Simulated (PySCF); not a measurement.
Compound: C3H7AlFN.
Cartesian coordinates in Å at the PBE0-D3(BJ)/def2-SVP level; atoms count from 1:
```xyz
13
C3H7AlFN angstrom
F     -3.5173   -0.0100    0.7456
C     -2.2296   -0.4377    0.6335
C     -1.3582    0.7847    0.3459
C      0.0435    0.4521    0.1984
N      1.1523    0.1631    0.0817
Al     3.1100   -0.3670   -0.1357
H     -1.9188   -0.9239    1.5724
H     -2.1549   -1.1700   -0.1866
H     -1.6990    1.2761   -0.5797
H     -1.4595    1.5154    1.1647
H      3.5026   -0.5146    1.4120
H      3.6366    0.9289   -0.9181
H      2.8974   -1.7138   -0.9803
```

Theory: PBE0-D3(BJ)/def2-SVP geometry optimisation, gas phase in PySCF 2.14.0.

Problem. Which atoms are bound to Al6, and at what distances?

Solution. 4 atoms: H12 1.603 Å, H11 1.604 Å, H13 1.604 Å, N5 2.040 Å. The nearest atom not counted as bound is C4, at 3.19 Å.

Problem. List the angles at Al6.

Solution. 
```tsv
angle	degrees	distance of the outer atoms (Å)
H12–Al6–H13	117.7	2.74
H11–Al6–H12	117.7	2.74
H11–Al6–H13	117.6	2.74
N5–Al6–H12	99.0	2.79
N5–Al6–H11	99.0	2.78
N5–Al6–H13	98.5	2.77
```

Problem. What is the shape at Al6?

Solution. Distorted tetrahedral: angles from 98.5° to 117.7°; τ4 = (360° − α − β)/141° = 0.88 with α and β the two widest (0 for a square, 1 for a tetrahedron).

Problem. What are the other bond lengths?

Solution. F1–C2 1.362 Å; C2–C3 1.528 Å; C3–C4 1.448 Å; C4≡N5 1.152 Å; C2–H7, C2–H8 1.102 Å; C3–H9, C3–H10 1.102 Å.

Problem. Give some angles away from the centre.

Solution. F1–C2–C3 107.7°, C2–C3–C4 112.8°, C3–C4–N5 178.7°, C4–N5–Al6 179.4°.

Charge 0, singlet. Whether it is a minimum is left open (no frequencies).

Hardware: an Arm Neoverse V2 with one thread, no GPU (shared host). Cost: 56 s, 0.52 GiB resident at most. That covers the optimisation of the geometry.

One conformer stands for the species.
